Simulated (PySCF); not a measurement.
Start geometry of `COC(=O)C(C(F)(F)F)C(F)(F)F` (MeOCOCH(CF3)2) from GFN2-xTB (Å):
```
atom  x, y, z in Å
C1     2.5321    0.4046    0.6696
O2     1.1250    0.2071    0.5320
C3     0.6688    0.0040   -0.6841
O4     1.3037   -0.0340   -1.6941
C5    -0.8730   -0.1844   -0.6553
C6    -1.5543    1.0770   -0.1179
F7    -2.8824    1.0096   -0.2395
F8    -1.1561    2.1481   -0.8152
F9    -1.2876    1.3271    1.1606
C10   -1.2359   -1.4282    0.1603
F11   -0.9769   -1.3096    1.4591
F12   -2.5289   -1.7391    0.0423
F13   -0.5433   -2.4859   -0.2801
H14    3.0525   -0.5454    0.5404
H15    2.6811    0.7883    1.6749
H16    2.8863    1.1150   -0.0789
H17   -1.2182   -0.3422   -1.6841
```

What comes out of this run: PBE0-D3(BJ)/def2-SVP geometry optimisation, gas phase in PySCF 2.14.0?

```
atom  x, y, z in Å
C1     2.5224    0.4371    0.7564
O2     1.1183    0.2665    0.6127
C3     0.6898   -0.0540   -0.5994
O4     1.3879   -0.2157   -1.5591
C5    -0.8277   -0.1963   -0.6323
C6    -1.5335    1.0907   -0.2139
F7    -2.8119    1.0655   -0.5842
F8    -0.9540    2.1283   -0.8226
F9    -1.4884    1.3061    1.0932
C10   -1.2979   -1.4264    0.1381
F11   -1.0954   -1.3241    1.4444
F12   -2.5960   -1.6399   -0.0614
F13   -0.6319   -2.4983   -0.2974
H14    3.0533   -0.4814    0.4693
H15    2.6940    0.6663    1.8135
H16    2.8751    1.2626    0.1218
H17   -1.0887   -0.3696   -1.6846
```

The energy falls by 0.065 eV over 10 energy and gradient evaluations, the largest force component goes from 0.0211 to 2.8e-04 Eh/bohr, and the atoms move by 0.129 Å rms after alignment. The bond that changes most is C3–C5 (ester carbonyl carbon to sp3 carbon next to a carbonyl), which shortens by 0.029 Å. Bonds longer at the end by more than 0.005 Å: 4 of 16; shorter: 3. Among the angles that change most is C3–C5–H17, from 108.2° to 105.8°. Among the dihedrals that turn most is H14–C1–O2–C3, from -74° to -58°. Rotational constants go from 932.5, 795.5, 575.9 to 942.4, 788.3, 573.3 MHz. The orientation of the end geometry is arbitrary; only internal coordinates are fixed.

The run used 202 basis functions and 70 SCF cycles in all.

Not checked by PBE0-D3(BJ)/def2-SVP frequencies. The numbers are those of one conformer.
